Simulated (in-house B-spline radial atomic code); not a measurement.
Orbital energies and mean radii along the 72-electron series, configuration [Xe] 4f14 5d4. The effective charge is n√(-2ε), a non-relativistic measure. Computed with a radial B-spline atomic code at the basis-set limit: Dirac-Hartree-Fock, average of the configuration, finite nuclei.

| ion | Z | energy of 5d3/2 (Eh) | mean radius of 5d3/2 (bohr) | energy of 4f7/2 (Eh) | mean radius of 4f7/2 (bohr) | energy of 5p3/2 (Eh) | mean radius of 5p3/2 (bohr) | effective charge of 5d3/2 |
| --- | --- | --- | --- | --- | --- | --- | --- | --- |
| W2+ | 74 | -0.92592 | 1.8317 | -2.3885 | 0.60272 | -2.4241 | 1.2861 | 6.8041 |
| Re3+ | 75 | ? | ? | ? | ? | ? | ? | ? |
| Os4+ | 76 | -2.0333 | 1.5109 | -4.2668 | 0.55277 | -3.7894 | 1.1809 | 10.083 |
| Ir5+ | 77 | -2.68 | 1.4064 | -5.3434 | 0.53168 | -4.5661 | 1.1345 | 11.576 |
| Pt6+ | 78 | ? | ? | ? | ? | ? | ? | ? |
| Au7+ | 79 | -4.1374 | 1.2492 | -7.74 | 0.49516 | -6.2832 | 1.0527 | 14.383 |
| Hg8+ | 80 | -4.9437 | 1.1872 | -9.0532 | 0.47915 | -7.2187 | 1.0165 | 15.722 |
| Tl9+ | 81 | ? | ? | ? | ? | ? | ? | ? |
| Pb10+ | 82 | -6.7044 | 1.0844 | -11.899 | 0.45065 | -9.2369 | 0.95193 | 18.309 |
| Bi11+ | 83 | -7.6569 | 1.0409 | -13.428 | 0.43787 | -10.318 | 0.92294 | 19.566 |

Problem. Fill in the row of Re3+.

Solution. energy of 5d3/2 (Eh): -1.4464; mean radius of 5d3/2 (bohr): 1.6451; energy of 4f7/2 (Eh): -3.2786; mean radius of 4f7/2 (bohr): 0.57626; energy of 5p3/2 (Eh): -3.0726; mean radius of 5p3/2 (bohr): 1.2315; effective charge of 5d3/2: 8.5041.

Problem. Fill in the row of Pt6+.

Solution. energy of 5d3/2 (Eh): -3.3822; mean radius of 5d3/2 (bohr): 1.3211; energy of 4f7/2 (Eh): -6.5024; mean radius of 4f7/2 (bohr): 0.51258; energy of 5p3/2 (Eh): -5.3983; mean radius of 5p3/2 (bohr): 1.0919; effective charge of 5d3/2: 13.004.

Problem. Fill in the row of Tl9+.

Solution. energy of 5d3/2 (Eh): -5.7998; mean radius of 5d3/2 (bohr): 1.1328; energy of 4f7/2 (Eh): -10.44; mean radius of 4f7/2 (bohr): 0.46436; energy of 5p3/2 (Eh): -8.2036; mean radius of 5p3/2 (bohr): 0.98303; effective charge of 5d3/2: 17.029.

Problem. How does the screening of 5d3/2 change?

Solution. Z less the effective charge goes from 67.20 at Z = 74 to 63.43 at Z = 83.
